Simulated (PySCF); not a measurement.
CH9BrGe2SSi.
Geometry (PBE0-D3(BJ)/def2-SVP, Å), atoms numbered from 1 in this order:
```xyz
15
CH9BrGe2SSi angstrom
Si    -1.7678    0.0741    0.1499
C     -0.6572    1.1471   -0.9270
Ge     0.3599    2.5116    0.0250
S      1.6135    1.5924    1.6543
Ge     2.5275   -0.1090    0.5893
Br     3.2302    0.5401   -1.5268
H     -2.7375    0.9332    0.8959
H     -2.5344   -0.8891   -0.6991
H     -0.9588   -0.6997    1.1379
H     -1.2735    1.6736   -1.6762
H      0.0525    0.5186   -1.4906
H     -0.5660    3.4533    0.8160
H      1.2723    3.3103   -0.9200
H      1.5320   -1.2527    0.3415
H      3.7656   -0.5472    1.3810
```

Method used: core-valence-separated Tamm–Dancoff BHandHLYP/aug-pcX-1 (pcseg-1 on H, def2-SVPD on Si, def2-SVPD on Ge, def2-SVPD on S, def2-SVPD on Br) in PySCF, non-relativistic, gas phase, PBE0-D3(BJ)/def2-SVP geometry. The energies are unshifted.

The lowest roots of each edge with f over 0.003 (five at most, numbered afresh; weaker and dark ones are left out), with transition dipoles (au) in the frame of the coordinates:

```json
{"root": "1", "edge": "C", "E (eV)": "285.21", "μx": "0.0181", "μy": "0.0294", "μz": "0.0178"}
{"root": "2", "edge": "C", "E (eV)": "285.35", "μx": "0.0300", "μy": "0.0162", "μz": "0.0408"}
{"root": "3", "edge": "C", "E (eV)": "286.03", "μx": "0.0351", "μy": "-0.0353", "μz": "0.0240"}
{"root": "4", "edge": "C", "E (eV)": "286.19", "μx": "-0.0095", "μy": "0.0414", "μz": "0.0235"}
{"root": "5", "edge": "C", "E (eV)": "286.40", "μx": "-0.0480", "μy": "-0.0347", "μz": "0.0371"}
```

Task: What are the oscillator strengths?

Result: f = (2/3) ΔE |μ|², with ΔE in hartree (27.2114 eV):

```
root  ΔE (Eh)  |μ|² (au)      f  core hole on
   1  10.4812   0.001509  0.011            C2
   2  10.4865   0.002827  0.020            C2
   3  10.5113   0.003054  0.021            C2
   4  10.5173   0.002356  0.017            C2
   5  10.5249   0.004884  0.034            C2
```

Task: Molecules are fixed in this frame and the field points along x. What effective strengths 3 f cos²θ do the roots have (θ between field and μ)?

Result: root 1 (C2): 0.007, root 2 (C2): 0.019, root 3 (C2): 0.026, root 4 (C2): 0.002, root 5 (C2): 0.049. Root 5 is the strongest. Averaged over all orientations cos²θ is 1/3, which gives f back.

 Relativistic effects, spin–orbit coupling among them, are left out although an element past zinc is present.

One conformer stands for the species.
